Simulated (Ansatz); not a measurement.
A structure relaxed at PBE0-D4/def2-TZVP, charge 0, multiplicity 1:

Cartesian coordinates in Å:
```
C 0.9412 -1.4265 0.0823
C 0.2145 -0.3676 -0.2890
N -0.1534 -0.0487 -1.5765
Sn -0.3469 1.1063 1.1325
F -1.8916 1.8316 0.2089
H 1.2731 -2.1744 -0.6344
H 1.2300 -1.5804 1.1137
H -0.9896 0.5043 -1.6814
H -0.0612 -0.7794 -2.2671
H 0.6979 2.4406 1.2954
H -0.9141 0.4943 2.6156
```

Give its formula and SMILES.

C2H6FNSn, `C=[C](N)[SnH2][F]`.

Summarise the bond lengths by kind.

1 × C–C 1.337 Å; 2 × C–H 1.082 to 1.088 Å; 1 × C–N 1.377 Å; 1 × C–Sn 2.123 Å; 2 × H–N 1.008 to 1.010 Å; 1 × F–Sn 1.940 Å; 2 × H–Sn 1.702 Å.

Computed with Ansatz.
